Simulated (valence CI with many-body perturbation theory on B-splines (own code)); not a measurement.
E1 line list for Lu58+

Computed by valence CI with perturbative core correlation (CI+MBPT): three valence electrons over a frozen Dirac-Fock core [Ne], a basis of 11 s, 11 p, 9 d, 7 f, 5 g, 2 h, 1 i functions for each j, with the one-electron correlation potential Σ1 (screened to all orders), the two-electron term Σ2, the three-electron term Σ3, Breit, model QED; selected single and double excitations, second order for the rest (own B-spline code, finite nucleus).

The last digits are not significant, and no measured levels were compared; by estimate large intervals hold to a few tenths of a per cent, small ones and those within an open d or f shell to about a per cent.

Lines 51 to 100 of 256 in falling wavelength, among levels below 93.838 Ry, chosen from the strongest by gf and those to the six lowest levels. Wavelengths and rates use the calculated energies. Electric multipoles are in the length gauge, E1 and E2 with the static RPA response of the core. Weak lines are less certain than strong ones. Lines between different terms over intervals too small for the method are left out, as are lines whose strength nearly cancels. The highest levels of a list are the least certain.

Levels are named by their leading jj configuration (3d3/2^4 stands for four electrons in 3d with j = 3/2), which in mixed levels can hold well under half, so a name can repeat and another be missing. Letters in brackets count levels of one name in rising energy.

```
λ vac (nm)                          Upper                       Lower   A (s⁻¹)  S (a.u.)
     5.006     (3s 3p1/2 3d3/2) J=3/2 [b]  (3s 3p1/2 3p3/2) J=3/2 [a]  4.12e+09  1.02e-03
     4.792     (3s 3d3/2 3d5/2) J=3/2 [b]  (3s 3p3/2 3d3/2) J=1/2 [b]  6.01e+10  1.31e-02
     4.780     (3s 3d3/2 3d5/2) J=5/2 [b]  (3s 3p3/2 3d3/2) J=5/2 [b]  4.83e+10  1.56e-02
     4.776     (3s 3d3/2 3d5/2) J=7/2 [b]  (3s 3p3/2 3d3/2) J=5/2 [b]  1.67e+11  7.18e-02
     4.696  (3p1/2 3p3/2 3d5/2) J=3/2 [a]       (3p1/2 3p3/2^2) J=3/2  8.76e+10  1.79e-02
     4.663         (3s 3p1/2 3d5/2) J=3/2      (3s 3p1/2 3p3/2) J=1/2  1.58e+11  3.16e-02
     4.628     (3s 3p1/2 3d5/2) J=5/2 [a]      (3s 3p1/2 3p3/2) J=5/2  7.38e+09  2.16e-03
     4.619         (3s 3d3/2 3d5/2) J=1/2  (3s 3p3/2 3d3/2) J=1/2 [b]  1.79e+11  1.74e-02
     4.584     (3s 3p1/2 3d5/2) J=5/2 [b]  (3s 3p1/2 3p3/2) J=3/2 [b]  1.26e+11  3.58e-02
     4.549     (3s 3d3/2 3d5/2) J=5/2 [b]  (3s 3p3/2 3d3/2) J=3/2 [b]  1.21e+11  3.37e-02
     4.543  (3p1/2 3p3/2 3d5/2) J=5/2 [a]       (3p1/2 3p3/2^2) J=5/2  9.38e+10  2.60e-02
     4.503         (3s 3p1/2 3d5/2) J=3/2  (3s 3p1/2 3p3/2) J=3/2 [b]  5.32e+10  9.59e-03
     4.497     (3s 3p3/2 3d5/2) J=5/2 [a]          (3s 3p3/2^2) J=5/2  1.76e+11  4.75e-02
     4.488      (3p1/2 3p3/2 3d5/2) J=1/2       (3p1/2 3p3/2^2) J=1/2  2.60e+11  2.32e-02
     4.485         (3s 3p3/2 3d5/2) J=1/2          (3s 3p3/2^2) J=1/2  3.14e+11  2.79e-02
     4.480     (3s 3d3/2 3d5/2) J=3/2 [b]  (3s 3p3/2 3d3/2) J=3/2 [b]  1.22e+11  2.16e-02
     4.458     (3s 3d3/2 3d5/2) J=7/2 [a]  (3s 3p3/2 3d3/2) J=5/2 [a]  1.98e+11  6.91e-02
     4.438  (3p1/2 3p3/2 3d5/2) J=3/2 [b]       (3p1/2 3p3/2^2) J=1/2  1.54e+11  2.66e-02
     4.413         (3s 3p1/2 3d5/2) J=7/2      (3s 3p1/2 3p3/2) J=5/2  1.52e+11  5.15e-02
     4.411             (3s^2 3d5/2) J=5/2          (3s^2 3p3/2) J=3/2  2.34e+11  5.94e-02
     4.393     (3s 3p3/2 3d5/2) J=5/2 [b]          (3s 3p3/2^2) J=3/2  4.42e+11  1.11e-01
     4.393  (3p1/2 3p3/2 3d5/2) J=5/2 [b]       (3p1/2 3p3/2^2) J=3/2  3.99e+11  1.00e-01
     4.385          (3p1/2^2 3d5/2) J=5/2       (3p1/2^2 3p3/2) J=3/2  1.09e+11  2.73e-02
     4.362  (3p1/2 3p3/2 3d5/2) J=7/2 [b]       (3p1/2 3p3/2^2) J=5/2  2.92e+11  9.58e-02
     4.359     (3s 3p3/2 3d5/2) J=7/2 [a]          (3s 3p3/2^2) J=5/2  2.45e+11  8.00e-02
     4.354     (3s 3d3/2 3d5/2) J=5/2 [a]  (3s 3p3/2 3d3/2) J=3/2 [a]  2.07e+11  5.05e-02
     4.350     (3s 3p1/2 3d5/2) J=5/2 [a]  (3s 3p1/2 3p3/2) J=3/2 [a]  2.23e+11  5.44e-02
     4.329     (3s 3p3/2 3d5/2) J=3/2 [b]          (3s 3p3/2^2) J=1/2  2.13e+11  3.40e-02
     4.326  (3p1/2 3p3/2 3d5/2) J=5/2 [b]       (3p1/2 3p3/2^2) J=5/2  4.59e+10  1.10e-02
     4.317     (3s 3p3/2 3d5/2) J=3/2 [a]          (3s 3p3/2^2) J=5/2  6.21e+10  9.86e-03
     4.297     (3s 3d3/2 3d5/2) J=3/2 [a]  (3s 3p3/2 3d3/2) J=1/2 [a]  1.98e+11  3.10e-02
     4.274     (3s 3d3/2 3d5/2) J=3/2 [a]  (3s 3p3/2 3d3/2) J=3/2 [a]  6.23e+10  9.60e-03
     4.268         (3s 3d3/2 3d5/2) J=9/2      (3s 3p3/2 3d3/2) J=7/2  2.89e+11  1.11e-01
     4.263     (3s 3p1/2 3d5/2) J=5/2 [b]      (3s 3p1/2 3p3/2) J=5/2  6.18e+10  1.42e-02
     4.192         (3s 3p1/2 3d5/2) J=3/2      (3s 3p1/2 3p3/2) J=5/2  1.96e+10  2.85e-03
     4.151     (3s 3d3/2 3d5/2) J=7/2 [b]      (3s 3p3/2 3d3/2) J=7/2  5.65e+10  1.60e-02
     4.111     (3s 3d3/2 3d5/2) J=5/2 [b]  (3s 3p3/2 3d3/2) J=5/2 [a]  7.61e+10  1.57e-02
     4.101     (3s 3p3/2 3d5/2) J=7/2 [b]          (3s 3p3/2^2) J=5/2  2.25e+11  6.12e-02
     4.026     (3s 3p1/2 3d5/2) J=5/2 [b]  (3s 3p1/2 3p3/2) J=3/2 [a]  5.98e+09  1.16e-03
     3.963         (3s 3p1/2 3d5/2) J=3/2  (3s 3p1/2 3p3/2) J=3/2 [a]  4.67e+10  5.74e-03
     3.829     (3s 3p3/2 3d5/2) J=5/2 [b]          (3s 3p3/2^2) J=5/2  4.68e+10  7.78e-03
     2.905     (3s 3p1/2 3p3/2) J=3/2 [a]          (3s^2 3p1/2) J=1/2  7.68e+09  3.72e-04
     2.862  (3p1/2 3p3/2 3d5/2) J=7/2 [a]  (3s 3p1/2 3d5/2) J=5/2 [b]  8.06e+10  7.46e-03
     2.861     (3s 3p3/2 3d5/2) J=5/2 [a]          (3s^2 3d5/2) J=5/2  2.97e+11  2.06e-02
     2.826             (3s 3p3/2^2) J=5/2          (3s^2 3p3/2) J=3/2  5.14e+11  3.44e-02
     2.821  (3p1/2 3p3/2 3d5/2) J=3/2 [a]      (3s 3p1/2 3d5/2) J=3/2  5.73e+11  2.54e-02
     2.809          (3p1/2 3p3/2^2) J=3/2      (3s 3p1/2 3p3/2) J=1/2  8.63e+11  3.78e-02
     2.805     (3s 3p3/2 3d5/2) J=7/2 [a]          (3s^2 3d5/2) J=5/2  1.08e+11  9.41e-03
     2.798  (3p1/2 3p3/2 3d5/2) J=7/2 [a]      (3s 3p1/2 3d5/2) J=7/2  8.07e+10  6.98e-03
     2.787     (3s 3p3/2 3d5/2) J=3/2 [a]          (3s^2 3d5/2) J=5/2  1.79e+11  7.63e-03
```
